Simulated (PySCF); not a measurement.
Delta-SCF ions had no search for a lower state. Excitations are Tamm–Dancoff values on a coarser integration grid. The basis has no diffuse functions, so Rydberg states are missing or too high.

Cartesian coordinates (Å):
```xyz
6

O      1.5452    -0.1266    -0.0468
Ga    -0.0468     0.6627     0.0768
O     -1.5117    -0.3471    -0.0083
H      1.5506    -1.0800    -0.1559
H     -0.1542     2.1827     0.2530
H     -1.3831    -1.2917    -0.1188
```
Charge 0, spin multiplicity 1.

Question: What is the computed HOMO–LUMO gap, dipole moment, brightest of the four lowest singlets (TDA), vertical ionisation energy (Delta-SCF), HOMO, T1 excitation (TDA), S1 excitation (TDA) and total energy (CAM-B3LYP-D3(BJ)/def2-TZVP (PySCF))?

Answer: 
```
Item                                                 Value
-------------------------------------------  -------------
HOMO–LUMO gap                                     10.66 eV
dipole moment                                       1.48 D
brightest of the four lowest singlets (TDA)        7.63 eV
vertical ionisation energy (Delta-SCF)            11.44 eV
HOMO                                             -10.27 eV
T1 excitation (TDA)                                6.44 eV
S1 excitation (TDA)                                6.91 eV
total energy                                 -2077.3051 Ha
```
